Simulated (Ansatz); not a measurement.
The lowest singlet and triplet of C3H4O (SMILES [CH2]C([CH2])=O); geometries from B3LYP-D3(BJ)/def2-TZVP, each state relaxed from the structure named, with no frequency check, low spin by broken symmetry.
Singlet (charge 0, multiplicity 1):
```xyz
8

C      1.048    -0.726     0.536
C      0.021     0.119    -0.034
C     -1.269    -0.518    -0.183
O      0.229     1.290    -0.366
H      2.042    -0.323     0.680
H      0.849    -1.750     0.822
H     -2.091     0.047    -0.602
H     -1.435    -1.545     0.114
```
Triplet (charge 0, multiplicity 3):
```xyz
8

C      1.0961    -0.7167     0.4957
C      0.0109     0.0647    -0.0163
C     -1.2984    -0.4875    -0.1927
O      0.2144     1.2757    -0.3210
H      2.0618    -0.2464     0.6072
H      0.9752    -1.7555     0.7710
H     -2.0780     0.1499    -0.5829
H     -1.5250    -1.5162     0.0522
```

A positive gap puts the triplet lower; no zero-point energy. R- takes a restricted singlet, here one determinant of a half-filled degenerate or near-degenerate pair, which mixes singlet states. U- takes an unrestricted singlet (broken symmetry where lower, unprojected). The triplet is unrestricted in single-reference levels. Active spaces average the two states.

Correlated levels freeze the cores.

The values were computed with Ansatz (a first-principles code) with Gaussian orbitals. 

```
level                                    gap E(singlet) − E(triplet), adiabatic (eV)
---------------------------------------  -------------------------------------------
U-PBE/def2-TZVPP (spin-contaminated)                                          -0.104
R-B3LYP/def2-TZVPP                                                             0.500
U-B3LYP/def2-TZVPP (spin-contaminated)                                         0.015
U-BHLYP/def2-TZVPP (spin-contaminated)                                         0.195
U-B2PLYP/def2-TZVPP (spin-contaminated)                                       -0.021
U-MP2/cc-pVDZ (spin-contaminated)                                                ___
U-CCSD/cc-pVDZ (spin-contaminated)                                             0.144
SA-CASSCF(4,4)/cc-pVDZ                                                           ___
FIC-MRCISD+Q on SA-CASSCF(4,4)/cc-pVDZ                                         0.142
```

Q: What belongs in the gaps?

A: 
- U-MP2/cc-pVDZ (spin-contaminated), gap E(singlet) − E(triplet), adiabatic (eV): -0.253
- SA-CASSCF(4,4)/cc-pVDZ, gap E(singlet) − E(triplet), adiabatic (eV): 0.233

Doubts at one or more of the structures used: a restricted determinant that unrestricted orbitals would lower (R-B3LYP/def2-TZVPP).
